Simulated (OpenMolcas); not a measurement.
# Pt2+: effect of the ligand basis

Pt2+ with 6 ligands (fluoride) in octahedral coordination (Oh) at 2.11 Å. A charge of +0.667 e stands 2.4 Å behind each ligand.

```json
{
 "Program": "OpenMolcas",
 "Method": "CASSCF",
 "Spin-orbit coupling": "RASSI with atomic mean-field integrals over the reference wave functions"
}
```

Fixed: metal basis ANO-RCC-VTZP, active space 8 electrons in 5 orbitals (5d), DKH2 Hamiltonian.

States (labels of O, the rotations of Oh). Energies in cm-1 above the lowest state or level, χT in cm3 K/mol; 10Dq and B are least-squares fits to the states below 45000 cm-1, weighted by degeneracy, with a free offset, and given where the rms deviation is under 5 % of |10Dq| (or 100 cm-1) and under 700 cm-1.

```
Run  Ligand basis  Ground state  First state of that spin   10Dq  B (rms of fit)  First gap with spin-orbit (degeneracies)  χT at 300 K  First state of another spin                     Cost
  A  ANO-RCC-VDZP           3A2                 3T2 15650  15791        786 (50)                               9858 (3, 2)        1.792                     1E 12496  roughly 30 core-seconds
  B  ANO-RCC-VTZP           3A2                 3T2 14848  15367       744 (114)                               9343 (3, 2)        1.802                     1E 12022  roughly 90 core-seconds
```

Against A, |10Dq| changes by -2.7 % in B.

Costs are those of the RASSCF and RASSI steps.

Without dynamic correlation the repulsion within the d shell is too large (B by tens of per cent), so at a given field states of lower spin stand too high. Real 4d8 and 5d8 ions are as a rule square planar and diamagnetic. With metal d orbitals alone the field can be off either way by tens of per cent. Ligand-to-metal charge-transfer states are missing. With no ligand orbital active B as a rule stays too high, so bands that hang on it stand too high and its fall with covalency is understated. The least metal-like active orbital is 82 % on the metal (Löwdin) and no ligand orbital is active, so the numbers are rough (holds for B). No measured value stands beside these numbers; the geometry was imposed, not optimised, and the real ion may take another.
